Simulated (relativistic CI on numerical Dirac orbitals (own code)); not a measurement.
# Hyperfine structure of Dy XXXIII, mass number 161

Calculated at this level of theory: Dirac-Coulomb-Breit CI, orbitals from a KLI potential per configuration, a model potential for QED, unscaled Slater integrals (own radial code, finite nucleus).

Configuration list (outside the closed core [Ar] 3d10): 4s2.4p4, 4s.4p5, 4s2.4p3.4d, 4p6, 4s.4p4.4d, 4s2.4p3.4f, 4s.4p4.4f, 4p5.4d, 4s.4p3.4d2, 4s2.4p2.4d.4f, 4p5.4f, 4p4.4d2, 4p3.4d3, 4p3.4d2.4f. Double excitations out of closed p, d and f shells are left out; levels of such configurations are missing from the list, as are those of other unlisted configurations, and high levels can miss mixing partners.

Nuclear spin I = 5/2, μ = -0.479 μN, Q = 2.51 b (tables of Stone and Pyykkö). The electronic factors are computed for point nuclear moments, without core polarisation or the Bohr-Weisskopf and QED corrections.

```tsv
Level	E (cm⁻¹)	A (MHz)	B (MHz)
4s2.4p4 3P_2	0	-6776	30400
4s2.4p4 3P_1	391643	4387	-88100
4s2.4p4 1D_2	424329	-18320	-207000
```

Levels with J = 0, under 50 % of one LS term, or S terms without an open s electron are left out. Small factors come from cancelling terms and can be off by tens of per cent or more.

At this charge energies of transitions that change n are usually good to better than 1 %, and those within a shell (Δn = 0) to a few per cent.

(1) Give the hyperfine levels of 4s2.4p4 3P_2 relative to its centre of gravity.

Results:

(1) With K = F(F + 1) − I(I + 1) − J(J + 1), E = AK/2 + B[¾K(K + 1) − I(I + 1)J(J + 1)]/[2I(2I − 1)J(2J − 1)]: F = 1/2: 68750, F = 3/2: 44880, F = 5/2: 12720, F = 7/2: -16330, F = 9/2: -26270 MHz.

LS names give the leading component of a level, which can be under half, so a name can repeat, a term be missing and a line seem to break the LS rules.
